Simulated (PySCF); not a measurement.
**Electron correlation in Os²⁺ (osmium, charge +2)**

[Xe] 4f14 5d5 6p1, high-spin 7P determinant (an excited configuration). All numbers are calculated (PySCF 2.14, the spin-free X2C one-electron Hamiltonian (Gaussian nucleus), in x2c-TZVPPall (11s7p7d3f1g, 97 functions)). Frozen: [Xe] 4f14; 6 electrons correlated.

```
  level  correlation energy (mhartree)
   CCSD                         -69.51
    (T)                          -0.98
CCSD(T)                         -70.49
```

Diagnostics: T1 = 0.0058, D1 = 0.0153, largest double amplitude 0.031.

Problem. Is a single reference adequate?

Solution. Yes, within this model without spin-orbit coupling: T1 lies below 0.03 and no double amplitude reaches 0.07.
